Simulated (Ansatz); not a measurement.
Ta₂O₅⁺, relaxed as a doublet with UKS PBE-D4/def2-SVP in Ansatz, starting from the GFN1-xTB geometry. Force threshold 0.02 eV/Å.

In the def2 sets Ta takes a core potential; there is no spin–orbit coupling. The structure holds 1 bond(s) between oxygen atoms. Another isomer (doublet) lies 2.34 eV lower at PBE0-D4/def2-TZVP; other spin states weren't run for this one.

Start:

Cartesian coordinates in Å:
```
Ta -1.2837 -0.3323 1.1836
Ta 0.4213 0.2099 -0.7874
O -1.5798 -0.7594 2.7982
O -0.6059 -1.2237 -0.2836
O 2.2087 0.3223 -1.0578
O -0.6489 1.1821 0.3406
O 1.4883 0.6011 -2.1936
```

Question: Estimate the energy that the relaxation releases and the steps that it takes.

Answer: 57.3 kcal/mol, in 10 steps; 29 s on 4 threads of Arm Neoverse V1 on a shared host. No frequencies were taken in this run, so the end may be a saddle point.

Question: Does the start keep its bonding and symmetry?

Answer: By distances, no bond broke or formed. The bond that changes most is Ta2–O4, from 1.83 to 1.97 Å (atoms count from 1). Point group Cs at the start, Cs at the end, both within 0.05 Å.

Question: Predict the relaxed structure.

Answer: 
```xyz
7

Ta   -1.787   -0.314    1.073
Ta    0.502    0.184   -0.675
O    -1.154   -0.704    2.619
O    -0.718   -1.278   -0.175
O     2.380    0.326   -1.071
O    -0.765    1.173    0.461
O     1.542    0.612   -2.231
```
Bond lengths (bridged metal pairs left out): 7 × O–Ta 1.72 to 1.97 Å; 1 × O–O 1.46 Å.
